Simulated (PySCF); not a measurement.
**Stretching AsC⁺**

Set-up: PySCF, no relativity, basis sets As pcseg-1, C pcseg-1. Energies in eV from As⁺ + C in their ground configurations at the same level. State: ³Π (triplet), unpaired electrons σ ↑, π ↑.

All columns are PBE0. A positive dipole points towards C; it is taken about the centre of mass and depends on that origin.

| R (Å) | E (eV) | μ (D) | Mulliken charge on As (basis-dependent) | HOMO (eV) | LUMO (eV) | Mayer bond order | ⟨S²⟩ |
| --- | --- | --- | --- | --- | --- | --- | --- |
| 1.504 | -2.404 | 0.43 | 0.85 | -16.29 | -13.61 | 2.38 | 2.02 |
| 1.574 | -3.244 | 0.39 | 0.82 | -15.93 | -13.33 | 2.37 | 2.02 |
| 1.644 | -3.701 | 0.37 | 0.81 | -15.61 | -13.07 | 2.35 | 2.04 |
| 1.696 | -3.859 | 0.36 | 0.80 | -15.38 | -12.90 | 2.32 | 2.05 |
| 1.749 | -3.900 | 0.36 | 0.80 | -15.18 | -12.74 | 2.29 | 2.07 |
| 1.802 | -3.853 | 0.37 | 0.79 | -15.00 | -12.60 | 2.24 | 2.11 |
| 1.871 | -3.697 | 0.40 | 0.79 | -14.80 | -12.42 | 2.14 | 2.18 |
| 1.959 | -3.412 | 0.44 | 0.78 | -14.63 | -12.23 | 2.00 | 2.31 |
| 2.064 | -3.012 | 0.49 | 0.78 | -14.50 | -12.02 | 1.83 | 2.45 |
| 2.204 | -2.472 | 0.64 | 0.78 | -14.38 | -11.85 | 1.61 | 2.62 |

A fit through these points gives, at Re = 1.745 Å, μ = 0.36 D and dμ/dR = 0.0920 D/Å; the reduced mass is 10.34 u.

Question: How strong is the fundamental in the double-harmonic approximation, I = 42.26·(dμ/dR)²/μred km/mol?

Answer: I = 42.26·(0.0920)²/10.34 = 0.0346 km/mol at PBE0.

⟨S²⟩ of the unrestricted solution departs from its pure value on part of the curve, where spin states mix. Spin–orbit coupling is left out. For an ion De counts to the pair picked by the measured ionisation energies or electron affinities, which need not be the lowest pair at this level. The state is the lowest determinant that a PBE0 search found; another state may lie lower at other levels.
